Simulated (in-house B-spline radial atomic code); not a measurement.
Successive ionisation energies of cerium; each step leads to the configuration of the next row (after the last: bare). NIST's values go from ground level to ground level; the uncertainty of those that are theory runs from under 0.1 % in few-electron ions to several per cent in heavy many-electron ones. Computed with a B-spline radial code for spherical atoms: non-relativistic Hartree-Fock, average of the configuration, point nuclei.

This level leaves out relativity, spin-orbit splitting included, which matters for heavy ions.

```json
{"ion": "Ce50+", "configuration": "[He] 2s2 2p4", "ionisation energy (eV)": "9483.4", "tabulated value (eV)": "9545", "tabulated kind": "tabulated theory", "computed minus tabulated (eV)": "-62", "highest orbital": "2p", "largest mean radius (bohr)": "0.1085"}
{"ion": "Ce51+", "configuration": "[He] 2s2 2p3", "ionisation energy (eV)": "?", "tabulated value (eV)": "?", "tabulated kind": "tabulated theory", "computed minus tabulated (eV)": "?", "highest orbital": "?", "largest mean radius (bohr)": "?"}
{"ion": "Ce52+", "configuration": "[He] 2s2 2p2", "ionisation energy (eV)": "9999.8", "tabulated value (eV)": "10542", "tabulated kind": "tabulated theory", "computed minus tabulated (eV)": "-542", "highest orbital": "2p", "largest mean radius (bohr)": "0.10736"}
{"ion": "Ce53+", "configuration": "[He] 2s2 2p1", "ionisation energy (eV)": "?", "tabulated value (eV)": "?", "tabulated kind": "tabulated theory", "computed minus tabulated (eV)": "?", "highest orbital": "?", "largest mean radius (bohr)": "?"}
{"ion": "Ce54+", "configuration": "[He] 2s2", "ionisation energy (eV)": "10589.5", "tabulated value (eV)": "11210", "tabulated kind": "tabulated theory", "computed minus tabulated (eV)": "-620", "highest orbital": "2s", "largest mean radius (bohr)": "0.10623"}
{"ion": "Ce55+", "configuration": "[He] 2s1", "ionisation energy (eV)": "10821.2", "tabulated value (eV)": "11459.85", "tabulated kind": "tabulated theory", "computed minus tabulated (eV)": "-639", "highest orbital": "2s", "largest mean radius (bohr)": "0.10572"}
{"ion": "Ce56+", "configuration": "1s2", "ionisation energy (eV)": "44786.2", "tabulated value (eV)": "46840.31", "tabulated kind": "tabulated theory", "computed minus tabulated (eV)": "-2054", "highest orbital": "1s", "largest mean radius (bohr)": "0.02603"}
{"ion": "Ce57+", "configuration": "1s1", "ionisation energy (eV)": "45769.6", "tabulated value (eV)": "47965.89", "tabulated kind": "tabulated theory", "computed minus tabulated (eV)": "-2196", "highest orbital": "1s", "largest mean radius (bohr)": "0.025862"}
```

(1) Fill in the row of Ce51+.

(2) Fill in the row of Ce53+.

(3) Where is the largest jump?

Results:

(1) ionisation energy (eV): 9740.2; tabulated value (eV): 9803; computed minus tabulated (eV): -63; highest orbital: 2p; largest mean radius (bohr): 0.10793.

(2) ionisation energy (eV): 10262.1; tabulated value (eV): 10840; computed minus tabulated (eV): -578; highest orbital: 2p; largest mean radius (bohr): 0.10679.

(3) From Ce55+ to Ce56+, by a factor of 4.14 (10821 to 44786 eV); the highest orbital goes from 2s to 1s.
